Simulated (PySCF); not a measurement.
C3H4ClF. Atoms are numbered in the order given.

```xyz
9

C      0.2674     2.4040     0.0000
C      0.7086     0.9724     0.0000
C     -0.1367    -0.0725     0.0000
F     -1.4683     0.0657     0.0000
Cl     0.3481    -1.7369     0.0000
H      0.6568     2.9422     0.8905
H     -0.8352     2.4914     0.0000
H      0.6568     2.9422    -0.8905
H      1.7828     0.7362     0.0000
```

The structure is a stationary point at PBE-D3(BJ)/def2-SVP.

These are PBE-D3(BJ)/def2-SVP (PySCF) values and carry that method's errors.

Frequencies are harmonic and unscaled.

```json
[
 {"mode": "1", "ν (cm⁻¹)": "140", "IR (km/mol)": "0.1", "moving atoms (share of kinetic energy)": "H 95 %"},
 {"mode": "2", "ν (cm⁻¹)": "202", "IR (km/mol)": "1.2", "moving atoms (share of kinetic energy)": "C 61 %, H 28 %, Cl 10 %"},
 {"mode": "3", "ν (cm⁻¹)": "221", "IR (km/mol)": "1.6", "moving atoms (share of kinetic energy)": "C 40 %, F 29 %, H 20 %, Cl 10 %"},
 {"mode": "4", "ν (cm⁻¹)": "372", "IR (km/mol)": "3.5", "moving atoms (share of kinetic energy)": "F 40 %, C 36 %, Cl 17 %"},
 {"mode": "5", "ν (cm⁻¹)": "456", "IR (km/mol)": "3.3", "moving atoms (share of kinetic energy)": "Cl 51 %, C 23 %, F 18 %"},
 {"mode": "6", "ν (cm⁻¹)": "542", "IR (km/mol)": "0.2", "moving atoms (share of kinetic energy)": "C 86 %"},
 {"mode": "7", "ν (cm⁻¹)": "747", "IR (km/mol)": "18.6", "moving atoms (share of kinetic energy)": "C 44 %, H 26 %, F 23 %"},
 {"mode": "8", "ν (cm⁻¹)": "782", "IR (km/mol)": "19.5", "moving atoms (share of kinetic energy)": "H 89 %, C 10 %"},
 {"mode": "9", "ν (cm⁻¹)": "974", "IR (km/mol)": "65.7", "moving atoms (share of kinetic energy)": "H 53 %, C 41 %"},
 {"mode": "10", "ν (cm⁻¹)": "1001", "IR (km/mol)": "0.0", "moving atoms (share of kinetic energy)": "H 67 %, C 33 %"},
 {"mode": "11", "ν (cm⁻¹)": "1037", "IR (km/mol)": "94.7", "moving atoms (share of kinetic energy)": "C 64 %, F 17 %, H 17 %"},
 {"mode": "12", "ν (cm⁻¹)": "1121", "IR (km/mol)": "49.9", "moving atoms (share of kinetic energy)": "C 54 %, H 42 %"},
 {"mode": "13", "ν (cm⁻¹)": "1278", "IR (km/mol)": "56.5", "moving atoms (share of kinetic energy)": "H 59 %, C 36 %"},
 {"mode": "14", "ν (cm⁻¹)": "1347", "IR (km/mol)": "3.5", "moving atoms (share of kinetic energy)": "H 71 %, C 28 %"},
 {"mode": "15", "ν (cm⁻¹)": "1406", "IR (km/mol)": "8.3", "moving atoms (share of kinetic energy)": "H 97 %"},
 {"mode": "16", "ν (cm⁻¹)": "1409", "IR (km/mol)": "1.1", "moving atoms (share of kinetic energy)": "H 94 %"},
 {"mode": "17", "ν (cm⁻¹)": "1707", "IR (km/mol)": "96.2", "moving atoms (share of kinetic energy)": "C 95 %"},
 {"mode": "18", "ν (cm⁻¹)": "2964", "IR (km/mol)": "24.0", "moving atoms (share of kinetic energy)": "H 97 %"},
 {"mode": "19", "ν (cm⁻¹)": "3030", "IR (km/mol)": "9.5", "moving atoms (share of kinetic energy)": "H 91 %, C 9 %"},
 {"mode": "20", "ν (cm⁻¹)": "3086", "IR (km/mol)": "4.6", "moving atoms (share of kinetic energy)": "H 91 %, C 9 %"},
 {"mode": "21", "ν (cm⁻¹)": "3140", "IR (km/mol)": "4.2", "moving atoms (share of kinetic energy)": "H 92 %, C 8 %"}
]
```
